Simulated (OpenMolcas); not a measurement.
An OpenMolcas run meant for Ta²⁺ (ANO-RCC-VQZP, DKH2; inactive shells 1s 2s 2p 3s 3p 3d 4s 4p 4d 4f 5s 5p; intended active space 3 electrons in 5 orbitals (5d)). One step of its input:

```
&RASSCF
FileOrb=start.orb
Symmetry=2
Spin=4
nActEl=3 0 0
Inactive=15 19
Ras2=5 0
CIRoot=10 10 1
SDav=10
CIMx=300
Iter=92 100
PrWF=0.3
OrbListing=Nothing
MaxOrb=0
Atom
>>> COPY $Project.JobIph JOB001
```

Lines from the output:

```
...
      Number of secondary orbitals             101
      Spin quantum number                      1.5
      State symmetry                             2
Orbital specifications:
      -----------------------

      Symmetry species                           1   2
                                                ag  au
      Frozen orbitals                            0   0
      Inactive orbitals                         15  19
      Active orbitals                            5   0
      RAS1 orbitals                              0   0
      RAS2 orbitals                              5   0
      RAS3 orbitals                              0   0
      Secondary orbitals                        46  55
      Deleted orbitals                           0   0
      Number of basis functions                 66  74
      Number of CSFs                             0
      Number of root(s) required                10
 ************ ERROR ***********
  You can't ask for more roots
  than there are configurations
 ******************************
--- Stop Module: rasscf at  /rc=_RC_INPUT_ERROR_ ---
.####################.
.# User input error #.
.####################.
```

Question: What is wrong with the input?

Answer: The state symmetry names the wrong parity for these configurations.
